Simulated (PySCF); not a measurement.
## Two-component Hartree-Fock for Ga(20+) (gallium, charge +20)

Start: [Ne] 3s1; 3s1/2 filled at m_j = +1/2. Calculated with PySCF 2.14 in an even-tempered Gaussian basis (19 s from 2.3 bohr⁻², ratio 2.4; 13 p from 2.9 bohr⁻², ratio 2.4; 5 d from 9.9 bohr⁻², ratio 2.6; 4 f from 15 bohr⁻², ratio 2.6): generalised Hartree-Fock with the X2C-1e Hamiltonian and a Gaussian nucleus; one run each with spin-orbit coupling (SO) switched off, then screened by Boettger's factors.

```csv
spinor shell,electrons,"ε, spin-free (eV)","ε, screened SO (eV)",weight of nominal j (screened SO),"rms radius, screened SO (bohr)"
1s1/2,2,-11278.7,-11278.5,1.000,0.0560
2s1/2,2,-2135.0,-2135.0,1.000,0.231
2p1/2,2,-1962.6,-1982.2,0.999,0.204
2p3/2,4,-1962.6,-1953.1,0.999,0.207
3s1/2,1,-806.72,-806.72,1.000,0.573
```

```csv
quantity,spin-free,screened SO
E (hartree),-1713.47631,-1713.53487
M_J,1/2,1/2
⟨J²⟩,0.750,0.750
⟨L²⟩,0.000,0.001
⟨S²⟩,0.750,0.751
```

Each row is a mean over spinors that exchange with the open shell spreads, by up to 4.864 eV (2s1/2).

Without spin-orbit coupling the j labels of p, d and f shells carry no meaning; the spin-free column gives the mean over the occupied spinors of each nl shell.
